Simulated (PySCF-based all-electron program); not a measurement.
## Distorting CH₃BaCl, singlet

Calculated with an in-house all-electron program built on PySCF, in large uncontracted Gaussian sets near the basis limit; Koelling–Harmon scalar relativity, no spin–orbit coupling, spin-restricted. Forces are good to about 0.002 eV/Å. Atoms are numbered as listed.

Shape A:

```xyz
6

Ba    0.0000    0.0000    0.0000
Cl    0.0000    0.0000    2.7700
C     2.1535    0.0000   -1.1450
H     2.0290    0.0000   -2.2380
H     2.7497   -0.8863   -0.8825
H     2.7497    0.8863   -0.8825
```

PBE forces:

| atom | Fx | Fy | Fz (eV/Å) |
| --- | --- | --- | --- |
| Ba1 | -1.284 | 0.000 | 0.674 |
| Cl2 | 0.075 | 0.000 | -0.149 |
| C3 | 0.723 | 0.000 | -0.253 |
| H4 | 0.062 | 0.000 | -0.226 |
| H5 | 0.212 | -0.076 | -0.023 |
| H6 | 0.212 | 0.076 | -0.023 |

Shape B:

```tsv
atom	x (Å)	y (Å)	z (Å)
Ba	0.0000	0.0000	0.0000
Cl	0.0000	0.0000	2.7700
C	2.0339	0.0000	-1.0814
H	1.9093	0.0000	-2.1744
H	2.6301	-0.8863	-0.8189
H	2.6301	0.8863	-0.8189
```

(1) What forces does PBE give in shape B?

Shape C:

```xyz
6

Ba    0.0000    0.0000    0.0000
Cl    0.0000    0.0000    2.7700
C     1.9142    0.0000   -1.0178
H     1.7897    0.0000   -2.1107
H     2.5104   -0.8863   -0.7553
H     2.5104    0.8863   -0.7553
```

(2) What forces does PBE give in shape C?

Answers

(1) 

| atom | Fx | Fy | Fz (eV/Å) |
| --- | --- | --- | --- |
| Ba1 | -2.732 | 0.000 | 1.284 |
| Cl2 | 0.107 | 0.000 | -0.064 |
| C3 | 2.042 | 0.000 | -0.909 |
| H4 | 0.071 | 0.000 | -0.248 |
| H5 | 0.256 | -0.089 | -0.031 |
| H6 | 0.256 | 0.089 | -0.031 |

(2) 

```tsv
atom	Fx	Fy	Fz (eV/Å)
Ba1	-4.826	0.000	2.218
Cl2	0.142	0.000	0.025
C3	4.038	0.000	-1.926
H4	0.068	0.000	-0.260
H5	0.288	-0.105	-0.029
H6	0.288	0.105	-0.029
```
